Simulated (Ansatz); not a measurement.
Appearance energy of a fragment ion: CH8Si2Te → [SiH3]+ + SiH2(CH3)Te + e⁻

Species: CH8Si2Te `C[SiH2][Te][SiH3]`, singlet; [SiH3]+ `[SiH3+]`, singlet; SiH2(CH3)Te, doublet. 

Shapes, held fixed at every level: PBE0-D4/def2-TZVP. Flexible molecules stand in one conformer, not always the lowest. Programs: Ansatz 0.2.0. Electronic energies: no zero-point or thermal term.

```csv
level,kind,ΔE (eV),less CCSD(T)/def2-TZVPP,CPU time (sum over the molecules)
PBE-D4/def2-TZVPP,GGA,+11.28,+0.25,42 s
r2SCAN-D4/def2-TZVPP,meta-GGA,+11.25,+0.22,1.8 min
B3LYP-D4/def2-TZVPP,global hybrid,+11.13,+0.10,91 s
r2SCAN0-D4/def2-TZVPP,global hybrid,+11.22,+0.19,81 s
wB97M-V/def2-TZVPP,range-separated hybrid,+11.00,-0.03,3.3 min
wB97X-V/def2-TZVPP,range-separated hybrid,+11.11,+0.08,2.1 min
MP2/def2-TZVPP,perturbation theory,+11.12,+0.09,–
CCSD(T)/def2-TZVPP,coupled cluster or CI,+11.03,0.00,28 min
```

The highest level, CCSD(T)/def2-TZVPP, gives ΔE = +11.03 eV; the levels span +11.00 to +11.28. The column of differences is taken from that level and isn't an error. No measured value is set beside it here. Open shells run unrestricted unless RO is named. For atoms past krypton def2 sets carry core potentials with scalar relativity. Correlated rows may include outer-core shells of Te, which these sets cover unevenly. The onset seen in experiment also holds zero-point changes and kinetic shifts. Times are processor times on shared x86 and Arm servers, and rough.
